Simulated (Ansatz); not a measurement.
Input file for Ansatz (a quantum-chemistry and plane-wave program): U-revPBE/def2-TZVPP on H3O3Si (SMILES O[Si](O)O).

Ansatz 0.2 input:
```yaml
crystal:
  periodic: [false, false, false]
  atoms:
    - {symbol: O, position_ang: [-0.47248394, 0.64519891, -1.32847840]}
    - {symbol: Si, position_ang: [-0.31936928, -0.24585194, 0.04846234]}
    - {symbol: O, position_ang: [-0.18437300, 0.79267894, 1.31991941]}
    - {symbol: O, position_ang: [1.07594896, -1.11520779, -0.05495079]}
    - {symbol: H, position_ang: [-1.22241625, 1.24419488, -1.38964191]}
    - {symbol: H, position_ang: [-0.03908059, 0.41255180, 2.19131579]}
    - {symbol: H, position_ang: [1.16167409, -1.73346481, -0.78662644]}
basis:
  gaussian:
    orbitals: def2-TZVPP
hamiltonian:
  xc: {name: revPBE}
magnetization: {spin_polarized: true, initial_magnetization: 1}
```

The log:

```
WARN ansatz: RAYON_NUM_THREADS=4 ignored (pool sized by the plan → 4); use --threads N
Functional definition: revPBE
integrals: 0.08 GiB planned
918 factors; their error is unknown
mean field: 0.76 GiB planned
mean field evaluation 1: about -14053.5238 eV, gradient 7.2e1 eV
mean field evaluation 2: about -13982.2348 eV, gradient 1.5e2 eV
mean field evaluation 4: about -14069.5543 eV, gradient 4.3e0 eV
mean field evaluation 8: about -14069.6361 eV, gradient 3.7e-2 eV
mean field evaluation 16: about -14069.6178 eV, gradient 2.9e-5 eV
mean field -14069.61779812 eV, -517.0489173513 hartree, gradient 2.9e-5 eV, S^2 0.751836; 0 other end points of the search recorded, 0 dependent functions left out
reference -14069.61784323 eV, -517.0489190090 hartree; 21, 20 occupied and 156, 157 virtual orbitals, 918 factors
Total energy: -14069.61784323 eV, -517.0489190090 hartree
```

The run converged.

Cost: very roughly 2.5 core-seconds.
